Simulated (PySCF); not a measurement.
A structure optimised at PBE0-D3(BJ)/def2-SVP, used in a PySCF frequency run:

```
C
H 1 1.1102
O 1 1.4124 2 104.08
H 3 0.9643 1 106.94 2 -174.11
C 1 1.4884 2 108.58 3 -118.91
H 5 1.0929 1 121.50 2 -90.97
H 5 1.0932 6 118.76 1 -168.78
C 1 1.5244 2 107.71 3 118.66
H 8 1.0991 1 110.00 2 -60.37
H 8 1.1008 9 108.66 1 -122.17
H 8 1.1025 9 108.34 10 -116.87
```
Charge 0, spin multiplicity 2.

### Question
Write its SMILES and formula.

### Answer
[CH2]C(C)O, C₃H₇O

### Question
What are its rotational constants (standard atomic weights)?

### Answer
9.0806, 8.4329, 4.9293 GHz
